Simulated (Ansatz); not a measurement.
Start from `Cc1ccncc1` and change one atom or group to get `Cc1ccncc1C`.

Ansatz, PBE0-D4/def2-TZVP geometries, multiplicity 1. 

| property | `Cc1ccncc1` |
| --- | --- |
| HOMO energy (PBE/def2-TZVPP) / eV | -5.75 |
| size of the dipole moment (ωB97M-V/def2-TZVPP) / D | 2.72 |
| HOMO–LUMO gap (B3LYP/def2-TZVPP) / eV | 6.22 |
| LUMO energy (B3LYP/def2-TZVPP) / eV | -0.85 |
| HOMO energy (ωB97M-V/def2-TZVPP) / eV | -9.65 |
| size of the dipole moment (B3LYP/def2-TZVPP) / D | 2.73 |

(1) Give the same properties after the change, and the shifts. (Estimate.)

## Answers

(1) Ansatz gave: 
```csv
property,`Cc1ccncc1C`,shift
HOMO energy (PBE/def2-TZVPP) / eV,-5.64,0.11
size of the dipole moment (ωB97M-V/def2-TZVPP) / D,2.91,0.19
HOMO–LUMO gap (B3LYP/def2-TZVPP) / eV,6.21,-0.01
LUMO energy (B3LYP/def2-TZVPP) / eV,-0.75,0.10
HOMO energy (ωB97M-V/def2-TZVPP) / eV,-9.30,0.35
size of the dipole moment (B3LYP/def2-TZVPP) / D,2.93,0.20
```

Dipoles are sizes alone; their direction can turn.

B3LYP here is the variant with VWN-RPA as its local correlation; programs differ in this.
